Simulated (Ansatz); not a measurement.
B(PH3)Cl3 (BPH₃Cl₃). Charge 0, multiplicity 3. Geometry B3LYP-D4/def2-SVP, that of the neutral singlet; atoms count from 1.

Cartesian coordinates in Å:
```
B -0.0219 0.9742 -0.4696
P 0.0191 -0.8525 0.4116
H 0.8804 -0.9815 1.5252
H 0.4275 -1.9254 -0.4136
H -1.2131 -1.3175 0.9258
Cl 1.7126 1.2406 -1.0030
Cl -0.5868 2.0936 0.8686
Cl -1.2177 0.7684 -1.8450
```

At PBE0-D4/def2-TZVP a singlet of charge 0 lies 6.22 eV below the triplet at the same geometry.

Problem. Estimate the Mulliken populations from the PBE0/def2-TZVP orbitals of Ansatz.

Solution. 
```tsv
atom	charge (e)	spin (α − β)
B1	0.03	0.05
P2	-0.06	0.88
H3	0.02	0.21
H4	0.02	0.21
H5	0.13	-0.02
Cl6	-0.07	0.16
Cl7	-0.03	0.25
Cl8	-0.03	0.25
```
Mulliken values and Mayer orders depend strongly on the basis.

Problem. Where does the spin sit?

Solution. Summed by element: B 0.05, P 0.88, H 0.40, Cl 0.66, of 2 unpaired in all. Largest on single atoms: P2 0.88, Cl8 0.25, Cl7 0.25.

Problem. And the Mayer bond orders between bonded heavy atoms (over 0.3)?

Solution. B1–P2 0.81 (2.03 Å); B1–Cl6 1.13 (1.83 Å); B1–Cl7 1.11 (1.83 Å); B1–Cl8 1.11 (1.83 Å).
